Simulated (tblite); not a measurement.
Record of a relaxation.

C₅H₁₃B.
Numbering: `[CH3:1][CH2:2][BH:3][CH2:4][CH2:5][CH3:6]` (hydrogens: H7, H8, H9 on C1; H10, H11 on C2; H12 on B3; H13, H14 on C4; H15, H16 on C5; H17, H18, H19 on C6)

Computed with GFN2-xTB (tblite), gas phase: L-BFGS steps from a force-field or distance-geometry start until the largest atomic force falls under 0.01 eV/Å. 6 of its 247 geometries are shown.

Step 0: E = -504.0132 eV, largest atomic force 2.641 eV/Å
```
atom  x, y, z in Å  |  force x, y, z in eV/Å
C1     -2.352    0.573    0.133   -1.479   1.454   0.250
C2     -1.994   -0.870   -0.047    0.036  -2.409   1.082
B3     -0.545   -1.235    0.540   -0.322   1.142   0.195
C4      0.775   -0.797   -0.224   -0.766  -2.294   0.361
C5      1.338    0.347    0.568   -0.121   1.677  -0.936
C6      2.634    0.890   -0.035    0.771   0.851   0.941
H7     -3.403    0.605    0.560    1.036   0.352  -0.728
H8     -1.742    1.139    0.850    0.037  -0.399  -0.255
H9     -2.329    1.107   -0.834   -0.063  -0.138   0.575
H10    -2.708   -1.448    0.628    0.513   0.337  -1.135
H11    -2.142   -1.198   -1.090   -0.080   0.174   0.462
H12    -0.477   -1.382    1.709    0.014  -0.376  -0.181
H13     0.489   -0.561   -1.249    0.753   0.213  -0.013
H14     1.476   -1.681   -0.189   -0.302   0.949  -0.378
H15     1.497    0.115    1.628   -0.206  -0.072  -0.353
H16     0.614    1.204    0.449    0.450  -0.762   0.653
H17     2.455    1.538   -0.921    0.193  -0.862   0.415
H18     3.022    1.582    0.767    0.134  -0.601  -0.936
H19     3.381    0.084   -0.221   -0.598   0.764  -0.019
```

Step 49: E = -504.7284 eV, largest atomic force 0.126 eV/Å
```
atom  x, y, z in Å  |  force x, y, z in eV/Å
C1     -2.408    0.521    0.145   -0.059   0.109   0.024
C2     -2.049   -0.972    0.054   -0.030   0.019   0.032
B3     -0.600   -1.164    0.645    0.022  -0.048  -0.066
C4      0.637   -0.616   -0.164    0.036  -0.028  -0.014
C5      1.404    0.465    0.616    0.041  -0.001  -0.031
C6      2.692    0.867   -0.095    0.030   0.009  -0.015
H7     -3.439    0.692   -0.160    0.029  -0.011  -0.061
H8     -2.303    0.879    1.168    0.012  -0.025   0.004
H9     -1.752    1.115   -0.489   -0.039  -0.024   0.016
H10    -2.817   -1.537    0.583   -0.008  -0.036  -0.017
H11    -2.097   -1.257   -1.001   -0.036  -0.016   0.040
H12    -0.427   -1.655    1.696   -0.013   0.020   0.004
H13     0.364   -0.211   -1.143    0.030  -0.002   0.038
H14     1.333   -1.440   -0.353    0.000   0.019   0.017
H15     1.644    0.087    1.612   -0.017   0.053   0.007
H16     0.760    1.341    0.732    0.035  -0.030   0.018
H17     2.491    1.128   -1.132   -0.005   0.012   0.011
H18     3.156    1.725    0.388   -0.023  -0.028   0.026
H19     3.403    0.042   -0.081   -0.004   0.008  -0.033
```

Step 98: E = -504.7436 eV, largest atomic force 0.053 eV/Å
```
atom  x, y, z in Å  |  force x, y, z in eV/Å
C1     -2.476    0.501    0.112    0.007  -0.013  -0.008
C2     -2.055   -0.979    0.057   -0.003  -0.005   0.000
B3     -0.613   -1.101    0.689    0.003  -0.006  -0.014
C4      0.641   -0.598   -0.123    0.022   0.001  -0.001
C5      1.474    0.443    0.641    0.016   0.007  -0.002
C6      2.716    0.866   -0.134    0.011   0.011  -0.006
H7     -3.453    0.641   -0.344   -0.034  -0.005   0.005
H8     -2.523    0.841    1.144   -0.015   0.012   0.007
H9     -1.759    1.122   -0.418    0.000   0.008  -0.007
H10    -2.811   -1.571    0.575   -0.016   0.003   0.001
H11    -2.067   -1.287   -0.992    0.003   0.007   0.003
H12    -0.464   -1.504    1.780   -0.003   0.003   0.004
H13     0.384   -0.183   -1.100    0.000  -0.008  -0.001
H14     1.293   -1.457   -0.314    0.010  -0.015  -0.016
H15     1.768    0.031    1.609    0.005   0.013  -0.008
H16     0.852    1.322    0.829    0.025  -0.007   0.024
H17     2.437    1.312   -1.088    0.013  -0.016   0.021
H18     3.286    1.601    0.433   -0.005  -0.019  -0.024
H19     3.360    0.010   -0.334   -0.038   0.029   0.023
```

Step 148: E = -504.7616 eV, largest atomic force 0.073 eV/Å
```
atom  x, y, z in Å  |  force x, y, z in eV/Å
C1     -2.765    0.364    0.032   -0.023   0.004  -0.003
C2     -2.043   -0.997    0.038    0.012   0.033   0.017
B3     -0.643   -0.827    0.756    0.012   0.000   0.048
C4      0.613   -0.362   -0.071    0.017   0.024   0.044
C5      1.687    0.401    0.715    0.033   0.029   0.029
C6      2.893    0.758   -0.148   -0.015   0.013  -0.030
H7     -3.749    0.276   -0.427    0.019  -0.021  -0.010
H8     -2.898    0.734    1.047    0.028  -0.018  -0.020
H9     -2.191    1.099   -0.529    0.000  -0.006   0.025
H10    -2.691   -1.716    0.542    0.006  -0.008  -0.011
H11    -1.937   -1.323   -0.999   -0.024   0.005   0.004
H12    -0.542   -1.021    1.910   -0.023   0.010  -0.037
H13     0.330    0.227   -0.947    0.021  -0.004  -0.011
H14     1.075   -1.273   -0.470   -0.001   0.006  -0.018
H15     2.014   -0.201    1.565   -0.003  -0.005  -0.023
H16     1.255    1.321    1.116   -0.026  -0.014  -0.016
H17     2.580    1.350   -1.007    0.010  -0.002   0.002
H18     3.621    1.340    0.417   -0.043  -0.059  -0.005
H19     3.382   -0.142   -0.517   -0.001   0.010   0.015
```

Step 197: E = -504.7827 eV, largest atomic force 0.032 eV/Å
```
atom  x, y, z in Å  |  force x, y, z in eV/Å
C1     -3.271   -0.061    0.030   -0.011   0.001   0.000
C2     -1.934   -0.812    0.041   -0.003   0.009   0.001
B3     -0.724    0.022    0.612    0.012   0.004  -0.010
C4      0.662    0.076   -0.135   -0.006  -0.022   0.002
C5      1.904    0.214    0.753   -0.005   0.006  -0.026
C6      3.171    0.433   -0.068   -0.012  -0.002  -0.014
H7     -4.085   -0.714   -0.278   -0.001  -0.012  -0.014
H8     -3.503    0.332    1.017    0.018   0.000  -0.004
H9     -3.223    0.774   -0.666   -0.014   0.004   0.020
H10    -2.047   -1.680    0.701   -0.005  -0.013  -0.011
H11    -1.751   -1.213   -0.958    0.004   0.007  -0.012
H12    -0.875    0.623    1.607    0.015   0.024   0.015
H13     0.614    0.964   -0.780   -0.013  -0.006   0.009
H14     0.808   -0.767   -0.815    0.003  -0.005   0.003
H15     2.014   -0.694    1.349    0.006   0.006   0.024
H16     1.770    1.050    1.442   -0.003   0.004   0.006
H17     3.094    1.349   -0.650    0.005   0.002   0.007
H18     4.042    0.509    0.579    0.000  -0.002   0.000
H19     3.326   -0.396   -0.756    0.010  -0.004   0.004
```

Step 246: E = -504.8013 eV, largest atomic force 0.008 eV/Å
```
atom  x, y, z in Å  |  force x, y, z in eV/Å
C1     -3.336   -0.151    0.191    0.002   0.001   0.001
C2     -1.934   -0.686   -0.111    0.000   0.006  -0.003
B3     -0.734    0.142    0.487    0.002   0.003   0.003
C4      0.696    0.032   -0.164   -0.004   0.000  -0.001
C5      1.884    0.356    0.747    0.001   0.000  -0.001
C6      3.210    0.319   -0.005    0.003  -0.001  -0.006
H7     -4.105   -0.811   -0.209    0.007   0.001   0.002
H8     -3.487   -0.059    1.264    0.000  -0.003  -0.006
H9     -3.469    0.833   -0.255   -0.004  -0.001  -0.002
H10    -1.855   -1.693    0.318   -0.001  -0.001   0.001
H11    -1.833   -0.830   -1.191   -0.004  -0.001   0.000
H12    -0.905    0.842    1.412    0.003  -0.001   0.005
H13     0.706    0.749   -0.995    0.000  -0.001  -0.003
H14     0.865   -0.944   -0.630   -0.002  -0.001   0.001
H15     1.915   -0.365    1.567    0.002   0.001  -0.001
H16     1.745    1.347    1.185    0.001  -0.003  -0.002
H17     3.211    1.049   -0.813    0.001  -0.001   0.003
H18     4.039    0.545    0.662   -0.002   0.000   0.001
H19     3.378   -0.666   -0.436   -0.006   0.003   0.005
```

Problem. Summarise the path.

Solution. The energy falls by 18.17 kcal/mol from step 0 to step 246; nine tenths of that is first reached at step 46. It rises by more than 0.2 meV at steps 170 and 185. The largest force goes from 2.641 to 0.008 eV/Å. Among the bonds C1–H7 changes most, from 1.135 to 1.089 Å; the atoms move by 1.235 Å rms after alignment.

The cost below is that of the whole relaxation. Time: 1.1 s wall. Hardware: one thread of an Arm Neoverse V2, shared host with 192 logical CPUs at a one-minute load of 65.
